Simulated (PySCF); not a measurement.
# `CO[Si@@H]1OC[C@H](C#N)O1`, C4H7NO3Si

Geometry:
| atom | x (Å) | y (Å) | z (Å) |
| --- | --- | --- | --- |
| C1 | 2.938 | -0.981 | 0.463 |
| O2 | 1.552 | -0.949 | 0.299 |
| Si3 | 0.633 | 0.256 | -0.207 |
| O4 | -0.122 | 1.077 | 0.994 |
| C5 | -1.475 | 1.227 | 0.726 |
| C6 | -1.874 | 0.171 | -0.352 |
| C7 | -2.670 | -0.882 | 0.253 |
| N8 | -3.291 | -1.703 | 0.749 |
| O9 | -0.710 | -0.358 | -0.906 |
| H10 | 3.227 | -0.439 | 1.366 |
| H11 | 3.439 | -0.528 | -0.394 |
| H12 | 3.239 | -2.024 | 0.552 |
| H13 | 1.280 | 1.182 | -1.126 |
| H14 | -1.663 | 2.233 | 0.336 |
| H15 | -2.042 | 1.087 | 1.650 |
| H16 | -2.469 | 0.641 | -1.147 |

Computed, not measured: TDDFT B3LYP/def2-SVPD circular dichroism and optical rotation, one conformer, gas phase (PySCF). Geometry: GFN2-xTB.

The molecule is flexible and this is one conformer; a measurement averages over conformers.

Stereocentres: Si3 R, C6 S.

Q: What is the specific rotation at 633, 589.3, 546, 436, 405, 365, 355 nm?

A: [α] in deg dm⁻¹ (g/mL)⁻¹:
| λ (nm) | origin-invariant length gauge | modified velocity gauge | length gauge (centre of mass) | isotropic polarisability (au) |
| --- | --- | --- | --- | --- |
| 633 | -12.8 | -14.5 | -12.7 | 81.8 |
| 589.3 | -14.6 | -16.6 | -14.6 | 82.1 |
| 546 | -16.9 | -19.3 | -16.8 | 82.4 |
| 436 | -25.0 | -29.4 | -25.0 | 83.7 |
| 405 | -28.1 | -33.5 | -28.0 | 84.3 |
| 365 | -32.2 | -39.6 | -32.1 | 85.4 |
| 355 | -33.1 | -41.2 | -33.0 | 85.7 |

Q: And for the mirror image at 589.3 nm?

A: +14.6 deg dm⁻¹ (g/mL)⁻¹ (origin-invariant length gauge): the same size and the opposite sign.

Q: What is the molar rotation [Φ] = [α]·M/100 of the geometry above at 589.3 nm?

A: With M = 145.19 g/mol, -21.2 deg cm² dmol⁻¹ (origin-invariant length gauge).

The first excitation lies at 7.10 eV (175 nm) with R = +5.1 × 10⁻⁴⁰ esu² cm² (velocity form).
